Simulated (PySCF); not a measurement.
# Ru: excitation energy

Ru [Kr] 4d7 5s1 (5F) → Ru [Kr] 4d6 5s1 5p1 (high-spin determinant), as a difference of total energies. All numbers are calculated (PySCF 2.14, scalar relativity through the core potential, in aug-cc-pwCVDZ-PP with ECP28MDF (6s6p5d3f, 70 functions)). Correlated levels: valence and next inner shell: nothing frozen outside the core potential. The calculations carry no spin-orbit coupling.

```csv
method,excitation energy (cm⁻¹)
UHF,12996
MP2 (valence and next inner shell),21981
SCS-MP2 (valence and next inner shell),23052
CCSD (valence and next inner shell),20975
CCSD(T) (valence and next inner shell),21637
```

The determinant of the upper state mixes LS terms, which raises its energy above the lowest term, most at the Hartree-Fock and MP2 levels.
